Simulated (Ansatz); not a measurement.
A structure drawn as `B[N]([GeH3])CF`, with this starting geometry:

Cartesian coordinates in Å:
```
B 1.122 -1.076 0.101
N 0.096 -0.242 -0.612
Ge 0.367 1.479 -0.011
C -1.235 -0.640 -0.169
F -1.534 -1.930 -0.738
H 1.916 -1.758 -0.583
H 1.184 -1.216 1.272
H -0.627 2.461 -0.613
H 1.856 1.977 -0.371
H 0.218 1.562 1.541
H -1.384 -0.668 0.850
H -1.979 0.050 -0.665
```

Total charge 0; spin multiplicity 1.

(1) Does it keep its bonds when Ansatz relaxes it at PBE-D4/def2-SVP and then PBE0-D4/def2-TZVP?

(2) Give the relaxed structure. (An estimate is asked.)

Atoms count as bonded under 1.1 times the sum of their covalent radii (H–H under 0.85 Å, pairs among N, O and F under 1.55 Å), and a drawn bond as lost past 1.3 times.

Answers

(1) Yes, every drawn bond is still there and no new one forms.

(2) The calculation gave: 
Z-matrix (Å, degrees):
```
Ge
N 1 1.875
H 1 1.537 2 106.2
H 1 1.533 2 109.9 3 -119.5
H 1 1.530 2 106.8 3 119.7
C 2 1.424 1 116.4 3 36.9
B 2 1.396 1 121.9 3 -146.3
F 6 1.386 2 110.3 1 63.1
H 6 1.095 2 111.8 1 -54.7
H 6 1.092 2 109.9 1 -178.0
H 7 1.197 2 119.3 1 3.3
H 7 1.199 2 119.1 1 -177.4
```
No frequency check was run.
